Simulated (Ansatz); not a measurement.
Geometry optimisation, Ansatz 0.2.0, RKS PBE/def2-SVP.

input.yaml

```yaml
crystal:
  periodic: [false, false, false]
  atoms:
    - { symbol: Ti, position_ang: [0.0, 0.0, 0.0] }
    - { symbol: F, position_ang: [0.0, 0.0, 2.18] }
    - { symbol: O, position_ang: [1.8106, 0.0, -0.6394] }
    - { symbol: H, position_ang: [2.1269, -0.9521, -0.756] }
    - { symbol: O, position_ang: [-0.9043, 1.5667, -0.6394] }
    - { symbol: H, position_ang: [-1.8621, 1.336, -0.8617] }
    - { symbol: O, position_ang: [-0.9043, -1.5667, -0.6394] }
    - { symbol: H, position_ang: [-1.359, -2.0324, 0.133] }
    - { symbol: P, position_ang: [1.4265, 2.1513, 0.8577] }
    - { symbol: H, position_ang: [2.5188, 1.7101, 1.6506] }
    - { symbol: H, position_ang: [1.9168, 2.8723, -0.2631] }
    - { symbol: H, position_ang: [0.6906, 1.0414, 2.0441] }
basis:
  gaussian: { orbitals: def2-SVP }
hamiltonian:
  xc: pbe
relax:
  f_tol: 0.15
  max_steps: 25
  restrain:
    - { distance: [0, 8], at: 3.62, k: 30.0 }
    - { distance: [11, 1], at: 2.12, k: 30.0 }
    - { distance: [0, 1], at: 1.83, k: 30.0 }
    - { distance: [11, 8], at: 1.42, k: 30.0 }
```

Run as:

```bash
$ ansatz run input.yaml --threads 4 --pin off --max-ram 5120MiB --backend cpu --events-out ev --progress --plain --runs-dir out
```

**Question.** Where does it end, and by what steps?

**Answer.** The forces met the threshold. The restraints hold the end off the free minimum; the threshold counts their pulls, which the force column leaves out. Restrained pairs: Ti1–P9 (2.72 → 3.63 Å), F2–H12 (1.26 → 2.12 Å), Ti1–F2 (2.18 → 1.81 Å), P9–H12 (1.78 → 1.43 Å). After 7 steps the energy has fallen by 4.247 eV (the restraints' own energy left out); P9 moved furthest, 0.85 Å.

```csv
step,energy less start (eV),largest force component (eV/Å),accepted
0,0.0000,2.613,yes
1,-0.2993,3.378,yes
2,-1.3517,4.531,yes
3,-2.6373,4.004,yes
4,-3.8472,1.546,yes
5,-4.1754,0.637,yes
6,-4.2329,0.552,yes
7,-4.2466,0.562,yes
```

```xyz
12
Properties=species:S:1:pos:R:3
Ti -0.041 -0.119 -0.031
F -0.139 -0.246 1.773
O 1.644 -0.245 -0.660
H 2.091 -1.078 -0.893
O -0.834 1.370 -0.668
H -1.778 1.440 -0.902
O -0.984 -1.559 -0.535
H -1.397 -2.198 0.073
P 1.654 2.734 1.436
H 2.861 1.961 1.584
H 1.546 2.427 0.038
H 0.839 1.638 1.850
```

Run time: 20 s on 4 threads of Arm Neoverse V2, with other jobs on the host, peak memory 0.21 GiB.
